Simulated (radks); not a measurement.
The numbers below are computed, except where a source is named.
Ionisation of neutral neodymium, [Xe] 4f4 6s2, to Nd+, [Xe] 4f4 6s1, under several functionals. Scalar-relativistic Kohn-Sham, spin-polarised, spherical densities, point nucleus; open shells are filled with parallel spins first (spin-orbit coupling, left out, can overturn this in heavy ions); a radial shooting solver on a logarithmic mesh with Libxc functionals. The NIST Atomic Spectra Database gives 5.525 eV (measured). Rank these functionals by the error of their Delta-SCF ionisation energy: exchange-only PBE; Wu-Cohen GGA; LDA (Slater exchange, Perdew-Zunger correlation); LDA (Slater exchange, Perdew-Wang correlation); RPBE; revPBE; XLYP.

Answer. From best to worst: XLYP 5.537 eV (+0.012); RPBE 5.426 eV (-0.099); revPBE 5.390 eV (-0.135); LDA (Slater exchange, Perdew-Wang correlation) 5.677 eV (+0.152); Wu-Cohen GGA 5.373 eV (-0.152); LDA (Slater exchange, Perdew-Zunger correlation) 5.696 eV (+0.171); exchange-only PBE 4.852 eV (-0.673). Open shells are spherical and high-spin; term and fine-structure splittings are not resolved. Spin-orbit splitting is averaged out at the scalar-relativistic level.
